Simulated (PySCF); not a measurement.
# Titanium: a sound run and one with changed settings

Sound run: Ti⁺ [Ar] 3d2 4s1, Ti²⁺ [Ar] 3d2. Calculation: PySCF 2.14, in cc-pVDZ (6s5p3d1f, 43 functions); no relativity, point nucleus. The sound run starts from symmetry-adapted Hartree-Fock orbitals and uses a fine grid where one is needed.

Changed run: 6 angular points. This setting is unsound on purpose.

```csv
species,method,sound run (hartree),changed run (hartree),converged
Ti⁺,UHF,-848.20662,-848.20662,yes
Ti⁺,M06-L,-849.05316,-851.64042,no
Ti⁺,TPSS,-849.13824,-851.23399,yes
Ti²⁺,UHF,-847.73378,-847.73378,yes
Ti²⁺,M06-L,-848.58265,-850.99775,yes
Ti²⁺,TPSS,-848.63916,-850.73363,yes
```

Ionisation energy of Ti⁺:

```csv
method,sound run (eV),changed run (eV)
UHF,12.867,12.867
```

A coarse angular grid integrates products of high-l functions wrongly, so density functionals can shift, and the SCF can exploit the error; Hartree-Fock and MP2 need no grid.

For comparison, NIST gives 13.575 eV between the lowest levels.
